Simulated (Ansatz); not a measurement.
Species: NbO2, net charge 0, doublet state. The spin state was set by rule; other spins were not relaxed. 
Structure (B3LYP-D3(BJ)/def2-TZVP (Ansatz, a first-principles code) minimum search):
```xyz
3

Nb     0.1715    -0.1498     0.1830
O      0.6103     0.5476    -1.3190
O     -1.4894     0.2203     0.3809
```
Charge 0, spin multiplicity 2.

Property: atomisation energy (electronic, to ground-state atoms), in kcal/mol. Correlated levels leave the core frozen unless marked. UHF or UKS for open shells. Spin-orbit coupling is left out. Frozen are the shells of the preceding noble gas and the d and f shells that filled before the atom's block. In def2 rows, elements after Kr have scalar-relativistic effective core potentials. STO-3G rows are all-electron and non-relativistic. The coupled-cluster limit lacks core correlation, which all-electron functionals hold. CBS marks a two-point X^-3 extrapolation of the correlation energy; Hartree-Fock from the larger set.

```tsv
level	program	atomisation energy (kcal/mol)
PBE0/def2-TZVPD	Ansatz	316.5
BHLYP-D3(BJ)/def2-TZVPD	Ansatz + dftd3	281.6
```

Task: What does CCSD(T)/CBS(def2-TZVPP,def2-QZVPP) (Ansatz) give?

Result: 331.8 kcal/mol, so BHLYP-D3(BJ)/def2-TZVPD differs from it by -50.2 kcal/mol.
